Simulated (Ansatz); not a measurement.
`CCC[SiH3]` + H₂S → `[SiH3]CCS` + CH₄  (substitution at a C–C bond)

Isolated molecules relaxed with PBE0-D4/def2-TZVP in Ansatz; ΔE leaves out vibrations. CCSD(T)/CBS adds triple-zeta CCSD(T) − MP2 to the extrapolated MP2 energy (def2 sets, frozen cores). This one scheme is used for every species. DFT in def2-TZVPP. B3LYP here is the variant with VWN-RPA as its local correlation; programs differ in this. One conformer a species, not always the lowest.

`CCC[SiH3]`:

```xyz
14

C    -0.962    1.005    1.540
C    -0.299    0.752    0.196
C     0.182   -0.688    0.031
Si    1.004   -1.028   -1.620
H    -0.271    0.801    2.362
H    -1.297    2.041    1.634
H    -1.834    0.358    1.674
H     0.548    1.436    0.073
H    -1.001    0.998   -0.609
H    -0.660   -1.381    0.146
H     0.891   -0.941    0.828
H     0.058   -0.757   -2.738
H     1.447   -2.446   -1.713
H     2.193   -0.150   -1.801
```

H₂S:

Cartesian coordinates in Å:
```
S 0.346 0.274 -0.435
H 0.628 -0.452 0.658
H -0.975 0.178 -0.223
```

`[SiH3]CCS`:

Z-matrix (Å, degrees):
```
Si
C 1 1.882
H 1 1.488 2 110.4
H 1 1.487 2 110.4 3 120.3
H 1 1.488 2 110.1 3 -119.4
C 2 1.518 1 113.0 3 59.7
H 2 1.094 1 108.9 3 -177.7
H 2 1.095 1 108.3 3 -62.6
S 6 1.816 2 114.7 1 176.5
H 6 1.092 2 111.4 1 -59.3
H 6 1.093 2 110.9 1 59.3
H 9 1.343 6 96.7 2 62.8
```

CH₄:

Cartesian coordinates in Å:
```
C 0.000 0.000 0.000
H 0.860 -0.055 0.666
H -0.630 0.841 0.289
H -0.574 -0.924 0.070
H 0.343 0.138 -1.025
```

Is it downhill or uphill in electronic energy at CCSD(T)/CBS, and by how much? (Estimate.)

The calculation gave: Nearly level: ΔE = +0.4 kcal/mol.

What do these levels give: revPBE-D4, PBE0-D4, B3LYP-D4, PBE, B3LYP, r2SCANh, BHLYP, HF/def2-SVP, MP2/def2-TZVPP, CCSD(T)/def2-TZVPP, HF/def2-QZVPP, HF/CBS(def2)? (Estimate.)

Computed: revPBE-D4 -0.8, PBE0-D4 0.0, B3LYP-D4 -0.3, PBE -0.5, B3LYP 0.0, r2SCANh -0.1, BHLYP 0.8, HF/def2-SVP 3.3, MP2/def2-TZVPP 0.2, CCSD(T)/def2-TZVPP 0.9, HF/def2-QZVPP 1.5, HF/CBS(def2) 1.5 kcal/mol.

Largest T1 diagnostic among the species: 0.010.

From BLYP to BHLYP (50 % exact exchange), in def2-TZVPP and without D4, ΔE moves by +1.4 kcal/mol. At CCSD(T), def2-SVP lies +2.5 kcal/mol from the extrapolated value and def2-TZVPP +0.6 kcal/mol.
